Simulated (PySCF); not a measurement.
C2HF4, doublet, at a GFN2-xTB geometry. Base run: M062X/pcseg-1 (PySCF).

The PySCF input:
```python
from pyscf import gto, scf, dft

mol = gto.M(
    atom='''
F     1.820702   -0.896204   -0.118181
C     1.116609    0.215573   -0.255102
C    -0.341837    0.171542    0.012103
F    -0.643325    0.021024    1.322685
F    -0.968899   -0.827183   -0.623102
F    -0.910013    1.318865   -0.375855
H     1.665183    1.128782   -0.391922
''',
    basis='pcseg-1',
    charge=0,
    spin=1,
    verbose=3,
)

mf = dft.UKS(mol)
mf.xc = 'm062x'
mf.kernel()
mf.analyze()
```

The base run was repeated with changes; each row names its change, and settings that it needs were set with it.

```json
[
 {"change": "base", "ΔE vs base (mEh)": "0.000", "grid points": "95096", "electrons on the grid": "49.00000"},
 {"change": "grids.atom_grid = (150, 974)", "ΔE vs base (mEh)": "-0.030", "grid points": "559264", "electrons on the grid": "49.00000"},
 {"change": "grids.level = 0", "ΔE vs base (mEh)": "300.7", "grid points": "7136", "electrons on the grid": "48.98775"},
 {"change": "grids.becke_scheme = stratmann", "ΔE vs base (mEh)": "-0.018", "grid points": "95096", "electrons on the grid": "49.00001"},
 {"change": "grids.level = 1", "ΔE vs base (mEh)": "-0.064", "grid points": "34032", "electrons on the grid": "49.00005"},
 {"change": "grids.radi_method = gauss_chebyshev", "ΔE vs base (mEh)": "-0.016", "grid points": "93040", "electrons on the grid": "49.00000"},
 {"change": "grids.level = 2", "ΔE vs base (mEh)": "0.020", "grid points": "74208", "electrons on the grid": "49.00000"},
 {"change": "grids.atom_grid = (50, 194)", "ΔE vs base (mEh)": "-0.247", "grid points": "46112", "electrons on the grid": "49.00004"},
 {"change": "grids.level = 7", "ΔE vs base (mEh)": "-0.030", "grid points": "579144", "electrons on the grid": "49.00000"},
 {"change": "grids.prune = off", "ΔE vs base (mEh)": "0.003", "grid points": "151000", "electrons on the grid": "49.00000"},
 {"change": "grids.level = 5", "ΔE vs base (mEh)": "-0.029", "grid points": "285008", "electrons on the grid": "49.00000"}
]
```

Open shells are given as the SCF converged; they aren't shown to be the lowest states, and a large step between rows can be another state.
